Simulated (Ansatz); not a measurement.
Ansatz (a quantum-chemistry and plane-wave program) input (CCSD(T)/aug-cc-pV(D+d)Z):
A basis named .json is the Basis Set Exchange file of that set.

Ansatz 0.2 input:
```yaml
crystal:
  periodic: [false, false, false]
  atoms:
    - {symbol: Si, position_ang: [-0.60307935, -0.32319345, -0.85065925]}
    - {symbol: N, position_ang: [0.49551114, 0.59934431, 0.13521028]}
    - {symbol: C, position_ang: [0.80910831, 0.26303722, 1.48347795]}
    - {symbol: H, position_ang: [1.08137138, 1.15568481, 2.05582122]}
    - {symbol: H, position_ang: [0.03568199, -0.30053864, 2.02338525]}
    - {symbol: H, position_ang: [1.71213204, -0.37031874, 1.47288542]}
    - {symbol: H, position_ang: [0.21343260, -1.09128417, -1.82397017]}
    - {symbol: H, position_ang: [-1.46651603, 0.62777381, -1.58633301]}
    - {symbol: H, position_ang: [-1.45621879, -1.27024225, -0.07989873]}
basis:
  gaussian:
    orbitals: aug-cc-pV_D+d_Z.json
magnetization: {spin_polarized: true, initial_magnetization: 1}
correlation: {method: ccsd_t, electrons: outside_noble_gas}
output: {forces: true}
```

End of the output:

```
cycle   1  -12.33636044 eV  change   -4.6e-1 eV  update   2.5e-2
cycle   2  -12.35613905 eV  change   -2.0e-2 eV  update   6.6e-3
cycle   3  -12.35958625 eV  change   -3.4e-3 eV  update   3.3e-3
cycle   4  -12.36146200 eV  change   -1.9e-3 eV  update   1.2e-3
cycle   5  -12.36193471 eV  change   -4.7e-4 eV  update   5.3e-4
cycle   6  -12.36217943 eV  change   -2.4e-4 eV  update   2.6e-4
cycle   7  -12.36229823 eV  change   -1.2e-4 eV  update   1.2e-4
cycle   8  -12.36234831 eV  change   -5.0e-5 eV  update   6.8e-5
cycle   9  -12.36235357 eV  change   -5.3e-6 eV  update   5.2e-5
cycle  10  -12.36234468 eV  change    8.9e-6 eV  update   4.4e-5
cycle  11  -12.36233954 eV  change    5.1e-6 eV  update   3.4e-5
cycle  12  -12.36234159 eV  change   -2.1e-6 eV  update   2.0e-5
cycle  13  -12.36234448 eV  change   -2.9e-6 eV  update   9.8e-6
cycle  14  -12.36234419 eV  change    2.9e-7 eV  update   4.4e-6
cycle  15  -12.36234420 eV  change   -1.4e-8 eV  update   1.9e-6
cycle  16  -12.36234433 eV  change   -1.3e-7 eV  update   7.7e-7
cycle  17  -12.36234443 eV  change   -9.9e-8 eV  update   3.6e-7
perturbative correction -0.36792790 eV, -0.0135211008 hartree
the calculation of the forces begins
Total energy: -10481.50877768 eV, -385.1883429580 hartree
Atom 0 at    -0.603079    -0.323193    -0.850659 Å, force    -0.427907    -0.397913    -0.392671 eV/Å
Atom 1 at     0.495511     0.599344     0.135210 Å, force     0.343209     0.673935    -0.323502 eV/Å
Atom 2 at     0.809108     0.263037     1.483478 Å, force     0.040737    -0.115392     0.351317 eV/Å
Atom 3 at     1.081371     1.155685     2.055821 Å, force     0.091042     0.343046     0.211597 eV/Å
Atom 4 at     0.035682    -0.300539     2.023385 Å, force    -0.325750    -0.213974     0.205825 eV/Å
Atom 5 at     1.712132    -0.370319     1.472885 Å, force     0.337169    -0.243076    -0.028371 eV/Å
Atom 6 at     0.213433    -1.091284    -1.823970 Å, force     0.071798    -0.060324    -0.065270 eV/Å
Atom 7 at    -1.466516     0.627774    -1.586333 Å, force    -0.066439     0.082440    -0.042271 eV/Å
Atom 8 at    -1.456219    -1.270242    -0.079899 Å, force    -0.063859    -0.068741     0.083345 eV/Å
Dipole moment:    -0.011304    -0.167676     0.228241 e Å
```

It need not be the lowest isomer of its formula.
